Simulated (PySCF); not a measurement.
Electron correlation in Rb(2+) (rubidium, charge +2)

[Ar] 3d10 4s2 4p5, 2P determinant. Computed with PySCF 2.14 in cc-pVDZ-X2C (6s5p3d, 36 functions), with scalar relativity by spin-free X2C-1e. Frozen: [Ar] 3d10 4s2; 5 electrons correlated.

Total MP2 correlation energy: -3.96 mhartree.

Same-spin part -1.24 and opposite-spin part -2.72 mhartree; SCS-MP2 scales them by 1/3 and 6/5 to -3.68 mhartree.

| level | correlation energy (mhartree) |
| --- | --- |
| CCSD | -4.35 |
| (T) | -0.01 |
| CCSD(T) | -4.36 |

Diagnostics: T1 = 0.00075, D1 = 0.0011, largest double amplitude 0.010.

Q: Is a single reference adequate?

A: Yes, within this model without spin-orbit coupling: T1 lies below 0.03 and no double amplitude reaches 0.07.
